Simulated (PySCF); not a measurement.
Si(F)(NHMe)(OH)2 (CH6FNO2Si), SMILES CN[Si](O)(O)F.

Geometry optimised at PBE0-D3(BJ)/def2-SVP. The structure was generated by enumeration, and PubChem lists no compound with its InChIKey, so it may never have been made. One conformer was computed; it need not be the lowest.

All values below come from PBE/def2-TZVP in PySCF.

```json
{
  "total_energy": "-636.09529 hartree",
  "highest_occupied_level": "-5.80 eV",
  "lowest_empty_level": "-0.33 eV",
  "orbital_gap": "5.47 eV",
  "dipole_moment": "1.98 D",
  "quadrupole, principal values (traceless, Buckingham form, about the centre of nuclear charge)": "-9.19, 1.74, 7.45 D·Å",
  "mean_static_polarisability": "50.6 bohr³ (7.50 Å³)",
  "polarisability_principal_values": "45.1, 47.7, 59.1 bohr³"
}
```
